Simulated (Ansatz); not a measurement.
Geometry optimisation, RKS r2SCAN-D4/6-31G* (Ansatz 0.2.0).

input.yaml

```yaml
crystal:
  periodic: [false, false, false]
  atoms:
    - { symbol: Mg, position_ang: [0.5924, -0.2876, -0.1824] }
    - { symbol: Cl, position_ang: [0.4932, 0.2808, -2.9601] }
    - { symbol: C, position_ang: [1.6828, -0.7418, 1.5426] }
    - { symbol: H, position_ang: [-0.7937, 0.5076, -1.7772] }
    - { symbol: C, position_ang: [-1.6964, 0.6323, -0.732] }
    - { symbol: H, position_ang: [2.3013, -1.6265, 1.4193] }
    - { symbol: H, position_ang: [2.3275, 0.0954, 1.7987] }
    - { symbol: H, position_ang: [0.9932, -0.9113, 2.3633] }
    - { symbol: H, position_ang: [-1.9541, -0.3296, -0.2758] }
    - { symbol: H, position_ang: [-2.5813, 1.0254, -1.2167] }
    - { symbol: H, position_ang: [-1.3649, 1.3553, 0.0204] }
basis:
  gaussian: { orbitals: "6-31G*" }
hamiltonian:
  xc: r2scan
  dispersion: d4
relax:
  f_tol: 0.15
  max_steps: 25
  restrain:
    - { distance: [0, 4], at: 2.17, k: 30.0 }
    - { distance: [3, 1], at: 1.33, k: 30.0 }
    - { distance: [0, 1], at: 3.73, k: 30.0 }
    - { distance: [3, 4], at: 2.37, k: 30.0 }
```

Run as:

```bash
$ ansatz run input.yaml --threads 2 --pin off --max-ram 3072MiB --backend cpu --events-out ev --progress --plain --runs-dir out
```

Question: Where does it end, and by what steps?

Answer: It converged. The restraints hold the end off the free minimum. After 14 steps the energy has risen by 0.701 eV (the restraints' own energy left out); H11 moved furthest, 0.98 Å. Parted: Mg1–Cl2. Joined: Cl2–H4.

| step | energy less start (eV) | largest force component (eV/Å) | accepted |
| --- | --- | --- | --- |
| 0 | 0.0000 | 2.380 | yes |
| 1 | 1.0385 | 3.040 | yes |
| 2 | 1.6699 | 4.110 | yes |
| 3 | 1.7931 | 3.921 | yes |
| 4 | 1.1341 | 1.678 | yes |
| 5 | 0.8736 | 0.676 | yes |
| 6 | 0.7712 | 0.418 | yes |
| 7 | 0.7185 | 0.399 | yes |
| 8 | 0.7163 | 0.393 | yes |
| 9 | 0.7846 | 1.123 | no |
| 10 | 0.7167 | 0.533 | yes |
| 11 | 0.7084 | 0.416 | yes |
| 12 | 0.7092 | 0.362 | no |
| 13 | 0.7035 | 0.351 | yes |
| 14 | 0.7015 | 0.402 | yes |

```xyz
11
Properties=species:S:1:pos:R:3
Mg 0.103 -0.033 0.487
Cl 0.480 -0.030 -3.221
C 1.754 -0.710 1.567
H -0.416 0.300 -2.314
C -1.748 0.648 -0.387
H 2.292 -1.505 1.033
H 2.484 0.090 1.756
H 1.476 -1.121 2.548
H -2.422 -0.190 -0.635
H -1.759 1.333 -1.253
H -2.246 1.217 0.419
```

Time of the run: 42 s on 2 threads of Arm Neoverse V2, with other jobs on the host, peak memory 0.15 GiB.
